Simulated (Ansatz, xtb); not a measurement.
# Two isomers of C5H6FN

Structure a: `FC1=CCCN=C1`, a singlet. Structure b: `CC/C(F)=C/C#N`, a singlet. Both are isolated molecules in the gas phase, relaxed with B3LYP/def2-SVP; the shapes shown needn't be the lowest conformers.

a (Å):

```yaml
atoms:
  - { symbol: C, position_ang: [-1.8367, -0.1155, -1.9461] }
  - { symbol: C, position_ang: [-2.1003, 0.9095, -1.1266] }
  - { symbol: C, position_ang: [-1.6523, 0.7841, 0.3085] }
  - { symbol: C, position_ang: [-0.4282, -0.1359, 0.4212] }
  - { symbol: C, position_ang: [-1.1235, -1.3135, -1.4711] }
  - { symbol: F, position_ang: [-2.2356, -0.1466, -3.2266] }
  - { symbol: N, position_ang: [-0.4890, -1.3679, -0.3656] }
  - { symbol: H, position_ang: [-2.6862, 1.7653, -1.4719] }
  - { symbol: H, position_ang: [-2.4913, 0.3905, 0.9170] }
  - { symbol: H, position_ang: [-1.4112, 1.7715, 0.7339] }
  - { symbol: H, position_ang: [-0.2441, -0.4036, 1.4731] }
  - { symbol: H, position_ang: [0.4770, 0.4061, 0.0804] }
  - { symbol: H, position_ang: [-1.1523, -2.2003, -2.1228] }
```

b (Å):

```xyz
13

C    -1.7118   -0.6531    0.2530
C    -1.4498    0.8499    0.2305
C    -0.0159    1.2664    0.2712
C     1.0780    0.4835    0.3251
C     2.4062    0.9984    0.3604
F     0.1298    2.5935    0.2489
N     3.4998    1.3891    0.3903
H    -1.3164   -1.1197    1.1686
H    -2.7934   -0.8498    0.2199
H    -1.2552   -1.1570   -0.6130
H    -1.9522    1.3484    1.0800
H    -1.8918    1.3117   -0.6716
H     0.9557   -0.6003    0.3439
```

Energies in hartree; the thermal terms are from GFN2-xTB frequencies at re-optimised GFN2-xTB minima (ideal gas, soft modes damped towards free rotors, one conformer each, 298.15 K, 1 atm) and include the zero-point energy:

```
                              a           b
E, CCSD(T)/def2-SVP  −347.501120  −347.516439
    E, MP2/def2-SVP  −347.413795  −347.433079
  E, MP2/def2-TZVPP  −348.056997  −348.073915
  zero-point energy     0.099770     0.097767
       H(298 K) − E     0.106780     0.106352
       G(298 K) − E     0.069904     0.065604
```

Q: Correct the CCSD(T) difference for the basis set by the MP2 change, then work out ΔE, ΔE₀, ΔH and ΔG for a → b in kJ/mol (1 Eh = 2625.50 kJ/mol) and the equilibrium ratio [b]/[a].

A: 1. Differences b − a: CCSD(T) −0.015319, MP2 in the small set −0.019284, MP2 in the large set −0.016918 Eh.
2. ΔE = −0.015319 + (−0.016918 − (−0.019284)) = −0.012953 Eh = −34.01 kJ/mol.
3. ΔE₀ = ΔE + ΔZPE = −0.012953 + (−0.002003) Eh = −39.27 kJ/mol.
4. ΔH = ΔE + (−0.000428) Eh = −35.13 kJ/mol.
5. ΔG = ΔE + (−0.004300) Eh = −45.30 kJ/mol, so ΔS = (ΔH − ΔG)/T = +34.1 J/(mol K).
6. kT = 0.9442 mEh, so K = [b]/[a] = exp(−ΔG/kT) = exp(+18.27) ≈ 8.6 × 10^7.

Structure b is favoured at this temperature. An error of 4 kJ/mol in ΔG would change K by a factor of 5. GFN2-xTB gave ΔE the other sign. Mirror images and further conformers aren't counted.

As drawn, b has 1 C≡N in place of 1 C–N, 1 C=N. Structure a has a 6-membered ring, b no ring.

Other levels gave ΔE = +66.0 (GFN2-xTB); −10.5 (HF/STO-3G, GFN2-xTB geometries); −16.7 (r2SCAN-D4/def2-SVP, GFN2-xTB geometries); −28.5 (B3LYP/def2-SVP); −47.3 (HF/def2-SVP); −50.6 (MP2/def2-SVP); −40.2 (CCSD(T)/def2-SVP) kJ/mol. The correlated steps freeze 7 core orbitals. Programs: Ansatz 0.2.0, xtb 6.7.1.
